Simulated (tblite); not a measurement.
**Question.** Give a GFN2-xTB geometry of `CC#C[Si@@]1(F)CCCO1`.

**Answer.** 
```
atom  x, y, z in Å
C1     4.0033    0.3048   -0.7864
C2     2.6456   -0.0699   -0.4712
C3     1.5125   -0.3858   -0.2116
Si4   -0.1983   -0.8834    0.2351
F5    -0.1289   -2.3222    0.9653
C6    -1.2453    0.4098    1.1527
C7    -2.5810    0.2998    0.4102
C8    -2.2635   -0.1003   -1.0348
O9    -1.2062   -1.0328   -1.0366
H10    4.4771   -0.4820   -1.3727
H11    4.0121    1.2305   -1.3612
H12    4.5686    0.4516    0.1337
H13   -1.3701    0.2385    2.2186
H14   -0.8262    1.4081    1.0317
H15   -3.1565    1.2253    0.4356
H16   -3.1782   -0.4933    0.8636
H17   -1.9545    0.7752   -1.6179
H18   -3.1194   -0.5675   -1.5281
```

Any rigid rotation of these coordinates is as good. Atoms count from 1 in this order. The 5-membered ring Si4–C6–C7–C8–O9 has internal angles of 95.6° to 113.7°; it is puckered, 0.15 Å rms from its mean plane, widest ring torsion 39°. The 4 C–C bonds span 1.205 Å (C2≡C3, drawn triple) to 1.533 Å (C7–C8, drawn single), a spread of 0.328 Å. The 2 C–Si bonds span 1.837 Å (C3–Si4, drawn single) to 1.900 Å (Si4–C6, drawn single), a spread of 0.063 Å. Si4 (fluorine-bound silicon) has angles from 95.6° to 116.5°.

Bonds between heavy atoms (Å): C1–C2 1.443, C2≡C3 1.205, C3–Si4 1.837, Si4–F5 1.615, Si4–C6 1.900, C6–C7 1.532, C7–C8 1.533, C8–O9 1.410, Si4–O9 1.630.

Structure optimised with GFN2-xTB, isolated species.

Point group: C1 (no symmetry element, even within 0.4 Å). Its GFN2-xTB frequencies are all real (lowest 39 cm⁻¹). The numbers are those of one conformer (C3–Si4–C6–C7 135°, Si4–C6–C7–C8 -31°, C6–C7–C8–O9 39°, C7–C8–O9–Si4 -28°).

These are computed values.
